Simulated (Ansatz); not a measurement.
One change: `NB1B[SiH2]1` becomes `[SiH3]B1B[SiH2]1`.

Ansatz, PBE0-D4/def2-TZVP geometries, multiplicity 1. Each molecule was computed in one conformer, which needn't be the lowest.

```tsv
property	`NB1B[SiH2]1`
LUMO energy (PBE/def2-TZVPP) / eV	-2.38
LUMO energy (ωB97M-V/def2-TZVPP) / eV	0.23
ideal-gas entropy at 298 K and 1 bar (rigid rotor, harmonic PBE0-D4/def2-TZVP) / J/(mol·K)	322
LUMO energy (B3LYP/def2-TZVPP) / eV	-1.76
HOMO energy (PBE0/def2-TZVPP) / eV	-5.97
HOMO–LUMO gap (ωB97M-V/def2-TZVPP) / eV	8.08
```

Task: What does the change do to each property? (An estimate is asked.)

Result: The calculation gave: 
```csv
property,`[SiH3]B1B[SiH2]1`,shift
LUMO energy (PBE/def2-TZVPP) / eV,-2.86,-0.48
LUMO energy (ωB97M-V/def2-TZVPP) / eV,-0.21,-0.44
"ideal-gas entropy at 298 K and 1 bar (rigid rotor, harmonic PBE0-D4/def2-TZVP) / J/(mol·K)",347,25
LUMO energy (B3LYP/def2-TZVPP) / eV,-2.20,-0.44
HOMO energy (PBE0/def2-TZVPP) / eV,-7.05,-1.08
HOMO–LUMO gap (ωB97M-V/def2-TZVPP) / eV,8.79,0.71
```

With PBE0 the HOMO falls by 1.08 eV and the LUMO falls by 0.45 eV, so the gap widens by about 0.63 eV. PBE moves the HOMO by -1.04 eV and ωB97M-V by -1.14 eV. The zero-point energy changes by -4.0 kJ/mol with +3 modes.

B3LYP here is the variant with VWN-RPA as its local correlation; programs differ in this.
